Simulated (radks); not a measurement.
Results of a calculation; reference values are marked as such.
Question: The iridium ion Ir4+, [Xe] 4f14 5d5. Level of theory: non-relativistic Kohn-Sham, exchange-only PBE, spin-polarised, spherical densities, point nucleus (a radial shooting solver on a logarithmic mesh with Libxc functionals). Every spin shell is full or empty, so the densities are truly spherical. Functionals are evaluated on that one density, not self-consistently. Rank these orbital-free kinetic functionals by their error against the exact value of the orbitals, and give that value: Thomas-Fermi, TF + vW, TF + vW/9, TF + vW/5, LC94, APBEK, revAPBEK, Thakkar, Pearson, LKT, PG1, DePristo-Kress, Ernzerhof.

Answer: Exact: 16801.8 hartree. From best to worst, with 100 (|E| - |E exact|)/|E exact| (equal figures are ties): LC94 0.00, APBEK +0.03, revAPBEK +0.17, DePristo-Kress -0.22, Ernzerhof -0.49, TF + vW/9 -0.71, Thakkar -0.79, Pearson -0.87, TF + vW/5 +2.48, Thomas-Fermi -4.70, PG1 +12.58, LKT +16.14, TF + vW +31.20.
